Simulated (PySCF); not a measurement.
## Radial density of Al⁺ (aluminium, charge +1)

MN15, [Ne] 3s2, closed-shell 1S. Computed with PySCF 2.14 in Sapporo-DZP-2012, with the spin-free X2C one-electron Hamiltonian (Gaussian nucleus).

```json
{"r (bohr)": "0.00227", "4πr²ρ (e/bohr)": "0.08398"}
{"r (bohr)": "0.00382", "4πr²ρ (e/bohr)": "0.2318"}
{"r (bohr)": "0.00643", "4πr²ρ (e/bohr)": "0.6171"}
{"r (bohr)": "0.0108", "4πr²ρ (e/bohr)": "1.549"}
{"r (bohr)": "0.0182", "4πr²ρ (e/bohr)": "3.631"}
{"r (bohr)": "0.0306", "4πr²ρ (e/bohr)": "7.443"}
{"r (bohr)": "0.0515", "4πr²ρ (e/bohr)": "12.37"}
{"r (bohr)": "0.0866", "4πr²ρ (e/bohr)": "14.49"}
{"r (bohr)": "0.146", "4πr²ρ (e/bohr)": "10.81"}
{"r (bohr)": "0.245", "4πr²ρ (e/bohr)": "8.926"}
{"r (bohr)": "0.412", "4πr²ρ (e/bohr)": "12.59"}
{"r (bohr)": "0.693", "4πr²ρ (e/bohr)": "8.732"}
{"r (bohr)": "1.17", "4πr²ρ (e/bohr)": "2.011"}
{"r (bohr)": "1.96", "4πr²ρ (e/bohr)": "1.044"}
{"r (bohr)": "3.30", "4πr²ρ (e/bohr)": "0.4173"}
{"r (bohr)": "5.55", "4πr²ρ (e/bohr)": "0.01762"}
{"r (bohr)": "9.33", "4πr²ρ (e/bohr)": "4.404e-05"}
```

Densities and radii are taken from the X2C orbitals without a picture-change correction, which distorts them close to the nucleus.
